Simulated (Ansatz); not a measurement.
C2H7ClOSi can be A, `CCO[SiH2]Cl`, or B, `[SiH3]OCCCl`.

Isolated molecules relaxed with PBE0-D4/def2-TZVP in Ansatz; ΔE leaves out vibrations. CBS: MP2 limit from def2 TZ/QZ plus the TZ coupled-cluster correction, frozen cores. Functionals use def2-TZVPP. B3LYP here is the variant with VWN-RPA as its local correlation; programs differ in this. One conformer a species, not always the lowest.

Which isomer does CCSD(T)/CBS put lower? Give the gap. (An estimate is asked.)

Computed: A, by 174.9 kJ/mol.

Give E(B) − E(A) in kJ/mol with r2SCAN-D4, HF/def2-TZVPP, PBE-D4, PBE0-D4, B2PLYP, ωB97M-V, B3LYP. (Best estimate.)

Computed: r2SCAN-D4 179.0, HF/def2-TZVPP 175.2, PBE-D4 171.2, PBE0-D4 174.6, B2PLYP 174.8, ωB97M-V 176.2, B3LYP 172.6. None reverses the order clearly.

Largest T1 diagnostic: 0.010.

From PBE to PBE0 (25 % exact exchange), in def2-TZVPP and without D4, E(B) − E(A) moves by +3.4 kJ/mol.
